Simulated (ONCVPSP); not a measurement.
Scattering properties, ONCV potential for germanium

- Element: Ge (Z = 32)
- Generator: ONCVPSP 4.0.1
- Type: optimised norm-conserving Vanderbilt (ONCV)
- Functional: LDA (Perdew-Wang 92)
- Relativity: scalar-relativistic
- Frozen core: [Ar]
- Valence charge: 14
- Reference configuration: 3d10 4s2 4p2
- Partial waves: 4s: rc 1.40 bohr, ncon 4, nbas 8, qcut 3.7 1/bohr, 2 projectors, debl 1 Ha; 4p: rc 2.30 bohr, ncon 4, nbas 8, qcut 2.8 1/bohr, 2 projectors, debl 2.3 Ha; 3d: rc 0.90 bohr, ncon 4, nbas 9, qcut 18.2 1/bohr, local
- Local potential: the d channel
- Core correction: none

The phase is arctan(r·R′/R) of the radial function R(r), unwrapped; energies in Ha, scanned from -3 to 5 Ha. A pole is an energy at which the radial function vanishes at the test radius. The pseudo phase is shifted by a multiple of π to meet the all-electron one at the reference energy, and phase errors are pseudo minus all-electron; the curves can meet again beyond the range given. Levels narrower than the energy grid can be missing from the lists of poles.

**Question.** For each channel, where are the poles, and over which energies does the pseudopotential scatter like the atom?

**Answer.**

```tsv
channel	radius (bohr)	reference energy (Ha)	poles, all-electron	poles, pseudo	unbroken range about the reference energy with phases within 0.05 rad	phase error 1 Ha above the reference energy (rad)
s	1.42	-0.44	none	3.56	below 3.4	+0.000
p	2.34	-0.15	0.92	0.92	the whole range	-0.000
d	0.91	-1.09	1.15	1.30	below 3.3	+0.005
```

Note: ghosts flagged at negative energy: s at -253.8 eV, p at -144.5 eV; GHOST(+) flagged for s at 106.7 eV. A true bound ghost makes a file unfit for plane-wave use.

Phases in the d channel:

| E (Ha) | all-electron | pseudo |
| --- | --- | --- |
| -2.98 | 0.108 | 0.143 |
| -2.54 | -0.232 | -0.206 |
| -2.10 | -0.577 | -0.565 |
| -1.66 | -0.862 | -0.859 |
| -1.22 | -1.073 | -1.073 |
| -0.78 | -1.225 | -1.225 |
| -0.34 | -1.338 | -1.335 |
| 0.10 | -1.424 | -1.418 |
| 0.54 | -1.493 | -1.484 |
| 0.98 | -1.551 | -1.537 |
| 1.42 | -1.601 | -1.583 |
| 1.86 | -1.646 | -1.623 |
| 2.30 | -1.688 | -1.659 |
| 2.74 | -1.729 | -1.692 |
| 3.18 | -1.770 | -1.724 |
| 3.62 | -1.812 | -1.756 |
| 4.06 | -1.857 | -1.787 |
| 4.50 | -1.907 | -1.819 |
| 4.94 | -1.963 | -1.853 |
